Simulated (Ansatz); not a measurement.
`NBC1C=C1`, relaxed with RKS PBE-D4/def2-SVP in the Gaussian-basis code of Ansatz from a rough embedded geometry. The force threshold is 0.03 eV/Å; the program also tests the step.

The species carries charge 0 and has multiplicity 1.

Start:

```xyz
11

N     1.884    0.708    0.085
B     0.487    0.677    0.500
C    -0.604   -0.007   -0.426
C    -0.712   -1.480   -0.193
C    -1.714   -0.536    0.310
H     2.199    1.714   -0.089
H     2.000    0.234   -0.868
H     0.168    1.155    1.521
H    -0.828    0.313   -1.391
H    -0.268   -2.405   -0.341
H    -2.613   -0.371    0.894
```

(1) How much energy does the relaxation release, and in how many steps? (Estimate.)

(2) Which bonds change most? (Estimate.)

(3) Give the relaxed structure. (An estimate is asked.)

## Answers

(1) Computed: 1.99 eV, in 16 steps, 2 of them rejected.

(2) Computed: C4–C5 from 1.466 to 1.300 Å; C3–C5 from 1.433 to 1.539 Å; C3–H9 from 1.041 to 1.117 Å; C4–H10 from 1.037 to 1.094 Å.

(3) Ansatz gave: 
```xyz
11

N     1.672    1.257   -0.223
B     0.689    0.483    0.413
C    -0.412   -0.274   -0.406
C    -1.028   -1.584    0.114
C    -1.803   -0.543    0.193
H     2.402    1.762    0.278
H     1.724    1.368   -1.237
H     0.716    0.414    1.633
H    -0.377   -0.163   -1.517
H    -0.831   -2.648    0.278
H    -2.750   -0.072    0.473
```
